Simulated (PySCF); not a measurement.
# Excitation energy of Nb²⁺ by level of theory

Nb²⁺ [Kr] 4d3 (4F) → Nb²⁺ [Kr] 4d2 5s1 (4F), as a difference of total energies. Computed with PySCF 2.14 in aug-cc-pVDZ-PP with ECP28MDF (5s5p4d2f, 54 functions), with a scalar-relativistic core potential. Correlated levels: valence: 4s2 4p6 frozen. The calculations carry no spin-orbit coupling.

```tsv
method	excitation energy (eV)
UHF	3.216
LDA	2.885
PBE	3.052
PBE0	3.233
r2SCAN	3.231
MN15	3.255
BHandHLYP	3.234
r2SCANh	3.270
BLYP	2.913
MP2 (valence)	3.244
SCS-MP2 (valence)	3.226
```

Task: How much does correlation contribute at MP2 (valence)?

Result: 3.244 − (3.216) = 0.028 eV, measured against UHF.
